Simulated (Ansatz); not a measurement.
Calculated with Ansatz (gas phase, PBE0-D4/def2-TZVP geometries, no zero-point term in ΔE). CBS: MP2 limit from def2 TZ/QZ plus the TZ coupled-cluster correction, frozen cores. This one scheme is used for every species, atoms too. Functionals use def2-TZVPP. No spin–orbit coupling; open shells (•) take unrestricted orbitals. Spin–orbit coupling would lower the free atoms: a little for Al, F; clearly for Br. Bonds to Br are less sure, by a few kJ/mol each and by 10 to 20 or more in all where they break to atoms, as the def2 sets lack core-valence functions. Scalar relativity is left out up to krypton.

Reaction (atomization): `[F][Al][Br]`• → Al• + Br• + F•

```json
{"level": "r2SCANh-D4", "ΔE (kJ/mol)": "924.0"}
{"level": "PBE", "ΔE (kJ/mol)": "924.1"}
{"level": "HF/def2-TZVPP", "ΔE (kJ/mol)": "697.4"}
{"level": "CCSD/def2-TZVPP", "ΔE (kJ/mol)": "864.5"}
```

Problem. What does CCSD(T)/CBS give? (Best estimate.)

Solution. The calculation gave: +923.0 kJ/mol. The listed levels differ from it by 1.0, 1.1, -225.6, -58.5 kJ/mol.

Largest T1 diagnostic among the species: 0.018.

From BLYP to BHLYP (50 % exact exchange), in def2-TZVPP and without D4, ΔE moves by −37.1 kJ/mol: exact exchange takes away binding that semilocal exchange gives to molecules. At CCSD(T), def2-SVP lies −84.5 kJ/mol from the extrapolated value and def2-TZVPP −39.2 kJ/mol: correlation converges slowly with the basis, and small sets miss more of it in the bonded molecule than in its fragments.

For atomizations the MP2-based limit and the directly extrapolated one differ by several kJ/mol either way, and by 10 to 25 for some Ge, Se and Sn compounds, so smaller differences from it don't rank the levels.
